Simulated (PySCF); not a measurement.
C3H6ClFSi. Atoms are numbered in the order given.

```xyz
12

C      1.4122     2.2915     0.0000
C      0.5118     1.0985     0.0000
Cl    -1.2087     1.5255     0.0000
C      0.8515    -0.1959     0.0000
Si    -0.3692    -1.6051     0.0000
F      0.5169    -2.9774     0.0000
H      1.2236     2.9184    -0.8866
H      1.2236     2.9184     0.8866
H      2.4654     1.9772     0.0000
H      1.9246    -0.4226     0.0000
H     -1.2127    -1.6113    -1.2232
H     -1.2127    -1.6113     1.2232
```
Charge 0, spin multiplicity 1.

Geometry optimised at B3LYP-D3(BJ)/def2-SVP. The structure was generated by enumeration; whether it is a known compound was not checked. The values are those of a single conformer.

The numbers are results of PBE/def2-TZVP (PySCF), not measurements.

The molecule is in vacuum.

Computed frontier levels, gap, dipole moment and polarisability:
highest occupied level: -6.52 eV
lowest empty level: -1.81 eV
orbital gap: 4.71 eV
dipole moment: 2.45 D
quadrupole, principal values (traceless, Buckingham form, about the centre of nuclear charge): -7.57, -0.35, 7.91 D·Å
mean static polarisability: 76.2 bohr³ (11.29 Å³)
polarisability, principal values: 55.5, 77.2, 95.7 bohr³
